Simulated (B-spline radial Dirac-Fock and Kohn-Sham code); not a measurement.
# 3d5/2 photoionisation of Br⁵⁺ near threshold

System: Br⁵⁺, configuration 1s2 2s2 2p6 3s2 3p6 3d10 4s2. The computed 3d5/2 threshold is 151.0 eV; without correlation, outer thresholds are uncertain by 1 to 2 eV.

Input file task.json (cfg lists n, l and occupation; rrms is the nuclear radius in fm):

```json
{"items": [{
  "Z": 35,
  "q": 5,
  "cfg": [[1, 0, 2], [2, 0, 2], [2, 1, 6], [3, 0, 2], [3, 1, 6], [3, 2, 10], [4, 0, 2]],
  "A": 79,
  "rrms": 4.1629,
  "do": ["binding", "quiet", "photo", "scan"],
  "hv": [40.81, 81.0, 376.0, 3140.0, 4000, 9251.7, 12000, 13700.0, 17479.3, 22162.9, 40000, 60000.0, 74600.0, 108000.0, 120000.0, 150000]
}]}
```

Command: `python xray_run.py task.json out`

Level of theory: Dirac-Hartree-Slater photoionisation with all multipoles and Dirac-Fock thresholds; a radial atomic solver. Interchannel coupling and autoionising resonances are not included, so magnitudes near threshold are approximate.

```
kinetic energy (eV)  σ (Mb)     β
                1.5    3.98  0.26
                1.9    3.98  0.25
                2.3    3.99  0.25
                2.9    3.99  0.24
                3.7    4.00  0.24
                4.6    4.00  0.24
                5.7    4.00  0.24
                7.2    4.01  0.24
                9.0    4.01  0.25
               11.2    4.00  0.26
               14.0    3.99  0.28
               17.5    3.97  0.31
               21.9    3.92  0.34
               27.4    3.85  0.39
               34.2    3.74  0.44
               42.8    3.59  0.50
               53.5    3.38  0.57
               66.9    3.12  0.65
               83.7    2.80  0.73
              104.7    2.44  0.81
              130.9    2.06  0.89
              163.6    1.67  0.97
              204.6    1.30  1.04
              255.8   0.959  1.11
              319.9   0.674  1.16
              400.0   0.453  1.19
```

The cross section shows no minimum in this range. Its largest value, 4.01 Mb, lies 9 eV above threshold, delayed by the centrifugal barrier of the l+1 channel. β ranges from 0.24 (at 4.6 eV) to 1.19.
